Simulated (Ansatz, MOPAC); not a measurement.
System: C6H13, net charge 0, doublet state. SMILES: C[CH]C(C)CC

Atoms: C1, C2, C3, C4, C5, C6, H7, H8, H9, H10, H11, H12, H13, H14, H15, H16, H17, H18, H19. Bonds: C1-C2, C1-H7, C1-H8, C1-H9, C2-C3, C2-H10, C3-C4, C3-C5, C3-H11, C4-H12, C4-H13, C4-H14, C5-C6, C5-H15, C5-H16, C6-H17, C6-H18, C6-H19.

Bond lengths (Å) and angles (degrees) optimised at PM7 with MOPAC; HF/6-31G* with Ansatz (a first-principles code); B3LYP/6-31G* with Ansatz, each started from the B3LYP-D3(BJ)/def2-TZVP structure (Ansatz) of the last column. A row stands for all coordinates that are equal there; 13 of 44 kinds are shown. 6-31G* holds six Cartesian d functions. No wavenumbers were computed at HF/6-31G*, so these may be saddle points.

```json
[
 {"coordinate": "C1-C2", "PM7": "1.469", "HF/6-31G*": "1.501", "B3LYP/6-31G*": "1.493", "B3LYP-D3(BJ)/def2-TZVP": "1.485"},
 {"coordinate": "C1-H7", "PM7": "1.100", "HF/6-31G*": "1.091", "B3LYP/6-31G*": "1.106", "B3LYP-D3(BJ)/def2-TZVP": "1.101"},
 {"coordinate": "C1-H8", "PM7": "1.104", "HF/6-31G*": "1.086", "B3LYP/6-31G*": "1.097", "B3LYP-D3(BJ)/def2-TZVP": "1.092"},
 {"coordinate": "C1-H9", "PM7": "1.099", "HF/6-31G*": "1.087", "B3LYP/6-31G*": "1.099", "B3LYP-D3(BJ)/def2-TZVP": "1.095"},
 {"coordinate": "C2-C3", "PM7": "1.480", "HF/6-31G*": "1.508", "B3LYP/6-31G*": "1.502", "B3LYP-D3(BJ)/def2-TZVP": "1.493"},
 {"coordinate": "C2-H10", "PM7": "1.072", "HF/6-31G*": "1.080", "B3LYP/6-31G*": "1.090", "B3LYP-D3(BJ)/def2-TZVP": "1.085"},
 {"coordinate": "C3-C4", "PM7": "1.536", "HF/6-31G*": "1.540", "B3LYP/6-31G*": "1.550", "B3LYP-D3(BJ)/def2-TZVP": "1.543"},
 {"coordinate": "C3-C5", "PM7": "1.548", "HF/6-31G*": "1.538", "B3LYP/6-31G*": "1.545", "B3LYP-D3(BJ)/def2-TZVP": "1.535"},
 {"coordinate": "C1-C2-C3", "PM7": "121.4", "HF/6-31G*": "121.7", "B3LYP/6-31G*": "122.4", "B3LYP-D3(BJ)/def2-TZVP": "121.8"},
 {"coordinate": "C2-C3-C4", "PM7": "110.1", "HF/6-31G*": "110.9", "B3LYP/6-31G*": "111.1", "B3LYP-D3(BJ)/def2-TZVP": "111.0"},
 {"coordinate": "C2-C3-C5", "PM7": "108.3", "HF/6-31G*": "110.3", "B3LYP/6-31G*": "110.8", "B3LYP-D3(BJ)/def2-TZVP": "111.1"},
 {"coordinate": "C4-C3-C5", "PM7": "111.1", "HF/6-31G*": "112.3", "B3LYP/6-31G*": "112.0", "B3LYP-D3(BJ)/def2-TZVP": "111.9"},
 {"coordinate": "C3-C5-C6", "PM7": "111.8", "HF/6-31G*": "115.0", "B3LYP/6-31G*": "115.0", "B3LYP-D3(BJ)/def2-TZVP": "114.7"}
]
```

Mean signed difference of all 18 bond lengths from B3LYP-D3(BJ)/def2-TZVP: PM7 0.002 Å, HF/6-31G* -0.003 Å, B3LYP/6-31G* 0.005 Å.
